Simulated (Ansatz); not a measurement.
Cost and result for the atomization energy of BGeH8NSi (`N[B]([SiH3])[GeH3]`) (12 atoms, 11 bonds).

```xyz
12

N    -0.693    0.738    1.418
B    -0.130    0.175    0.283
Si    1.011    1.307   -0.935
Ge   -0.499   -1.826   -0.099
H    -1.272    0.227    2.067
H    -0.565    1.704    1.679
H     0.438    1.354   -2.310
H     2.387    0.747   -1.050
H     1.131    2.714   -0.444
H    -1.211   -2.033   -1.450
H    -1.397   -2.454    0.993
H     0.801   -2.652   -0.152
```

Total charge 0; spin multiplicity 1. Correlated methods include outer-core shells of Ge, which these sets cover unevenly. Scalar relativity is left out up to krypton. The geometry is a stationary point of PBE0-D4/def2-TZVP. It is one conformer, not always the lowest. Program: Ansatz. All runs use 4 threads of an Arm Neoverse V1 on a shared host. Times are those of one run each, without the atoms' runs, and a repeat can differ threefold. Electronic energies, without spin–orbit coupling; frozen cores. CCSD(T)/CBS adds CCSD(T) − MP2 in def2-TZVPP to the MP2 limit, and its time is that of the two runs behind it. T1 = 0.013. With those shells the extrapolation isn't a true limit. B3LYP takes the VWN-RPA correlation (the form of Gaussian; ORCA's B3LYP/G).

CCSD(T)/CBS is a level of theory with its own doubt, some kJ/mol a heavy atom from the limit and from the frozen cores, so smaller differences don't rank the functionals.

```
                             level  functions  wall time  atomization (kcal/mol)  difference from CCSD(T)/CBS  per bond
   PBE-D4/def2-TZVPP (with forces)        264        3 s                   894.7                          2.2       0.2
                PBE0-D4/def2-TZVPP        264      3.9 s                   887.1                         -5.4      -0.5
r2SCAN-D4/def2-TZVPP (with forces)        264        6 s                   893.3                          0.8       0.1
 B3LYP-D4/def2-TZVPP (with forces)        264        6 s                   894.6                          2.1       0.2
                 B2PLYP/def2-TZVPP        264      6.5 s                   881.6                        -10.9      -1.0
                ωB97X-V/def2-TZVPP        264       10 s                   899.3                          6.8       0.6
  ωB97M-V/def2-TZVPP (with forces)        264       15 s                   892.5                          0.0       0.0
                    MP2/def2-QZVPP        513       33 s                   880.2                        -12.3      -1.1
                CCSD(T)/def2-TZVPP        264    3.7 min                   872.1                        -20.4      -1.9
                 CCSD(T)/CBS(def2)          –    4.3 min                   892.5                          0.0       0.0
```

In def2-TZVPP, CCSD(T) changes the Hartree–Fock value by +213.9 kcal/mol (the triples alone add +10.1 kcal/mol) and MP2 by +210.0 kcal/mol; breaking electron pairs costs correlation energy, which Hartree–Fock lacks. From PBE to PBE0 (25 % exact exchange), in def2-TZVPP and without D4, the atomization energy moves by −6.8 kcal/mol: exact exchange takes away binding that semilocal exchange gives to molecules. The D4 term adds +9.4 kcal/mol with B3LYP and +5.0 kcal/mol with PBE0; it sums over pairs of atoms, weighted by their polarisabilities, and B3LYP, whose exchange is more repulsive, gets the larger term.
